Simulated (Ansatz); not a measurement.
**Ligand exchange: Sn(CH3)2Cl2 + CClF3 → Sn(CH3)Cl3 + C2H3F3**

Species: Sn(CH3)2Cl2 (dimethyltin dichloride), singlet; CClF3 `FC(F)(F)Cl`, singlet; Sn(CH3)Cl3 (methyltin trichloride), singlet; C2H3F3 (1,1,1-trifluoroethane) `CC(F)(F)F`, singlet. The partners trade CH3 for Cl: Sn–CH3 and C–Cl bonds give way to Sn–Cl and C–CH3.

Shapes, held fixed at every level: PBE0-D4/def2-TZVP. Programs: Ansatz 0.2.0. The zero-point and thermal change to 298 K, harmonic and unscaled (PBE0-D4/def2-TZVP), is +5.7 kJ/mol.

```csv
level,kind,ΔH(298 K) (kJ/mol),less CCSD(T)/def2-TZVPP
PBE-D4/def2-TZVPP,GGA,-138.9,+7.7
B3LYP-D4/def2-TZVPP,global hybrid,-151.4,-4.8
wB97X-V/def2-TZVPP,range-separated hybrid,-150.0,-3.4
MP2/def2-SVP,perturbation theory,-157.7,-11.1
CCSD(T)/def2-SVP,coupled cluster or CI,-158.4,-11.8
CCSD/def2-SVP,coupled cluster or CI,-161.9,-15.3
CCSD(T)/def2-TZVPP,coupled cluster or CI,-146.6,0.0
```

The highest level, CCSD(T)/def2-TZVPP, gives ΔH(298 K) = -146.6 kJ/mol; the levels span -161.9 to -138.9. The column of differences is taken from that level and isn't an error. No measured value is set beside it here. For atoms past krypton def2 sets carry core potentials with scalar relativity. Outer-core shells of Sn are correlated, in sets that cover them unevenly.
